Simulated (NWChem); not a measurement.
System: silene (CH4Si); SMILES [SiH2]=C

Excerpt of the output:

```
             Northwest Computational Chemistry Package (NWChem) 7.3.0
             --------------------------------------------------------

 C2V symmetry detected

                             Geometry "geometry" -> ""
                             -------------------------

 Output coordinates in angstroms (scale by  1.889725989 to convert to a.u.)

  No.       Tag          Charge          X              Y              Z
 ---- ---------------- ---------- -------------- -------------- --------------
    1 C                    6.0000     0.00000000     0.00000000     1.15693308
    2 Si                  14.0000     0.00000000     0.00000000    -0.55068192
    3 H                    1.0000     0.00000000     0.92661800     1.73786908
    4 H                    1.0000     0.00000000    -0.92661800     1.73786908
    5 H                    1.0000     0.00000000    -1.24962300    -1.35389492
    6 H                    1.0000     0.00000000     1.24962300    -1.35389492

 Effective nuclear repulsion energy (a.u.)      51.1946243680

      Symmetry information
      --------------------

 Group name             C2v
 Group number             16
 Group order               4
 No. of unique centers     4

                                 NWChem DFT Module
                                 -----------------

 Summary of "ao basis" -> "ao basis" (spherical)
 ------------------------------------------------------------------------------
       Tag                 Description            Shells   Functions and Types
 ---------------- ------------------------------  ------  ---------------------
 C                          pcseg-2                 10       30   4s3p2d1f
 Si                         pcseg-2                 12       34   5s4p2d1f
 H                          pcseg-2                  6       14   3s2p1d

      Symmetry analysis of basis
      --------------------------

        a1         48
        a2         14
        b1         23
        b2         35

            General Information
            -------------------
          SCF calculation type: DFT
          Wavefunction type:  closed shell.
          No. of atoms     :     6
          No. of electrons :    24
           Alpha electrons :    12
            Beta electrons :    12
          Charge           :     0
          Spin multiplicity:     1
          Use of symmetry is: on ; symmetry adaption is: on
          Maximum number of iterations: 150
          AO basis - number of functions:   120
                     number of shells:    46
          Convergence on energy requested:  1.00D-06
          Convergence on density requested:  1.00D-05
          Convergence on gradient requested:  5.00D-04

              XC Information
              --------------
                     Hartree-Fock (Exact) Exchange  1.000
                   CAM-Becke88 Exchange Functional  1.000
                      VWN V Correlation Functional  0.190 local
              Lee-Yang-Parr Correlation Functional  0.810

           Range-Separation Parameters
           ---------------------------
           Alpha           :  0.19
           Beta            :  0.46
           Gamma           :  0.33
           Short-Range HF  :     F

             Grid Information
             ----------------
          Grid used for XC integration:  medium
          Radial quadrature: Mura-Knowles
          Angular quadrature: Lebedev.
          Tag              B.-S. Rad. Rad. Pts. Rad. Cut. Ang. Pts.
          ---              ---------- --------- --------- ---------
          C                   0.70       49          10.0       434
          Si                  1.10       88          10.0       590
          H                   0.35       45          12.0       434
          Grid pruning is: on
          Number of quadrature shells:   227
          Spatial weights used:  Erf1

      Superposition of Atomic Density Guess
      -------------------------------------

 Sum of atomic energies:        -328.50171389

      Non-variational initial energy
      ------------------------------

 Total energy =    -329.248582
 1-e energy   =    -554.220151
 2-e energy   =     173.776945
 HOMO         =      -0.273110
 LUMO         =      -0.030315

      Symmetry analysis of molecular orbitals - initial
      -------------------------------------------------

  Numbering of irreducible representations:

     1 a1          2 a2          3 b1          4 b2

  Orbital symmetries:

     1 a1          2 a1          3 a1          4 a1          5 b2
     6 b1          7 a1          8 a1          9 b2         10 a1
    11 b2         12 b1         13 b1         14 a1         15 a1
    16 b2         17 b2         18 a1         19 a1         20 b2
    21 b1         22 a1

     ---------------------------------------------
      Total Density - Mulliken Population Analysis
     ---------------------------------------------

[...]

                         DFT ENERGY GRADIENTS

    atom               coordinates                        gradient
                 x          y          z           x          y          z
   1 C       0.000000   0.000000   2.186287    0.000000   0.000000   0.003228
   2 Si      0.000000   0.000000  -1.040638    0.000000   0.000000  -0.005767
   3 H       0.000000   1.751054   3.284096    0.000000   0.007735   0.004404
   4 H       0.000000  -1.751054   3.284096    0.000000  -0.007735   0.004404
   5 H       0.000000  -2.361445  -2.558490    0.000000  -0.004801  -0.003134
   6 H       0.000000   2.361445  -2.558490    0.000000   0.004801  -0.003134
```

Level: CAM-B3LYP/pcseg-2. Geometry: optimised at PBE0/def2-SVP.

Which NWChem input produces such a log?

This is not unique; one that fits is the input that was run:
```
start job
memory heap 200 mb stack 900 mb global 1100 mb
geometry units angstroms noautoz
  C      0.000000     0.000000     1.156833
  Si     0.000000     0.000000    -0.550782
  H      0.000000     0.926618     1.737769
  H      0.000000    -0.926618     1.737769
  H      0.000000    -1.249623    -1.353995
  H      0.000000     1.249623    -1.353995
end
basis spherical
  * library pcseg-2
end
dft
  xc xcamb88 1.00 lyp 0.81 vwn_5 0.19 hfexch 1.00
  cam 0.33 cam_alpha 0.19 cam_beta 0.46
  iterations 150
  mulliken
end
task dft gradient
```
